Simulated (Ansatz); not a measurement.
Frontier orbitals of C2H8AlFSe, SMILES `[CH3][Al-]([CH3])([F])[SeH2+]`.

Charge 0, multiplicity 1. Correlated methods include outer-core shells of Se, which these sets cover unevenly. Scalar relativity is left out up to krypton. Geometry: relaxed with PBE0-D4/def2-TZVP. It is one conformer, not always the lowest. Basis def2-TZVPP, the Gaussian-basis code of Ansatz.

| functional | HOMO (eV) | LUMO (eV) |
| --- | --- | --- |
| HSE06 (plane-wave form) | -6.97 | -1.20 |

Give HOMO and LUMO (eV) with LDA (SPW92), PBE, revPBE, BLYP, r2SCAN, B97M-V, PBE0, B3LYP, r2SCANh, r2SCAN0, BHLYP, CAM-B3LYP, LC-ωPBE, ωB97X-V, ωB97M-V, HF. (An estimate is asked.)

The calculation gave: 
| functional | HOMO | LUMO |
| --- | --- | --- |
| LDA (SPW92) | -6.21 | -1.83 |
| PBE | -6.07 | -1.73 |
| revPBE | -6.01 | -1.68 |
| BLYP | -5.96 | -1.67 |
| r2SCAN | -6.34 | -1.50 |
| B97M-V | -6.41 | -1.57 |
| PBE0 | -7.37 | -0.82 |
| B3LYP | -7.16 | -1.10 |
| r2SCANh | -6.83 | -1.17 |
| r2SCAN0 | -7.56 | -0.68 |
| BHLYP | -8.59 | 0.10 |
| CAM-B3LYP | -8.77 | 0.25 |
| LC-ωPBE | -10.14 | 1.50 |
| ωB97X-V | -9.77 | 1.32 |
| ωB97M-V | -9.63 | 1.14 |
| HF | -10.50 | 2.49 |

B3LYP here is the variant with VWN-RPA as its local correlation; programs differ in this. LC-ωPBE has ω = 0.4 bohr⁻¹. Positive LUMOs are unbound and depend on the basis.
